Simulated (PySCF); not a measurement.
**Spinor energies of Ir⁶⁵⁺ (iridium, charge +65)**

Start: [Ne] 3s2. Calculated with PySCF 2.14 in an uncontracted even-tempered set (17 s from 22 bohr⁻², ratio 2.4; 14 p from 29 bohr⁻², ratio 2.4; 4 d from 92 bohr⁻², ratio 2.6; 4 f from 140 bohr⁻², ratio 2.6): generalised Hartree-Fock with the X2C-1e Hamiltonian and a Gaussian nucleus; one run each with spin-orbit coupling (SO) switched off, then screened by Boettger's factors.

```
spinor shell  electrons  ε, spin-free (eV)  ε, screened SO (eV)  weight of nominal j (screened SO)  rms radius, screened SO (bohr)
       1s1/2          2           -82248.1             -82228.4                              1.000                          0.0197
       2s1/2          2           -18923.6             -18918.7                              1.000                          0.0782
       2p1/2          2           -17184.3             -18390.4                              1.000                          0.0663
       2p3/2          4           -17184.3             -16708.9                              1.000                          0.0736
       3s1/2          2            -7718.3              -7717.4                              1.000                           0.187
```

| quantity | spin-free | screened SO |
| --- | --- | --- |
| E (hartree) | -12645.60184 | -12665.17041 |
| M_J | 0 | 0 |
| ⟨J²⟩ | 0.000 | 0.000 |
| ⟨L²⟩ | 0.000 | 0.041 |
| ⟨S²⟩ | 0.000 | 0.041 |

Breit and QED terms are absent; they matter most for the inner s and p1/2 levels.

Densities and radii are taken from the X2C orbitals without a picture-change correction, which distorts them close to the nucleus.

Without spin-orbit coupling the j labels of p, d and f shells carry no meaning; the spin-free column gives the mean over the occupied spinors of each nl shell.
